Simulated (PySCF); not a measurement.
SMILES OB([NH][Ge]([Cl])([Cl])[Cl])O (H3BCl3GeNO2) (CAM-B3LYP/def2-SVP optimised geometry):

```
11

Ge    -0.715    -1.003     0.000
Cl    -1.436     1.003     0.000
Cl    -1.323    -1.921     1.832
Cl     1.436    -1.003     0.000
N     -1.294    -1.851    -1.465
B     -0.746    -2.999    -2.152
O     -1.554    -3.599    -3.067
O      0.500    -3.496    -1.934
H     -2.220    -1.568    -1.778
H     -1.111    -4.333    -3.508
H      1.076    -2.962    -1.373
```

Method: CAM-B3LYP/def2-TZVP (PySCF).

Task: What are the frontier orbital energies and the dipole moment?

Result: HOMO-2 -11.02 eV, HOMO-1 -10.86 eV, HOMO -9.99 eV, LUMO -0.61 eV, LUMO+1 1.28 eV; dipole moment 0.81 D.

On the same geometry PBE/def2-TZVP run with PySCF gives HOMO-2 -8.03 eV, HOMO-1 -7.76 eV, HOMO -7.09 eV, LUMO -2.66 eV, LUMO+1 -0.64 eV; dipole moment 0.85 D.

Meta-Löwdin charges at CAM-B3LYP/def2-TZVP: Ge1 1.04, Cl2 -0.26, Cl3 -0.27, Cl4 -0.28, N5 -0.59, B6 0.49, O7 -0.54, O8 -0.55, H9 0.26, H10 0.36, H11 0.35.
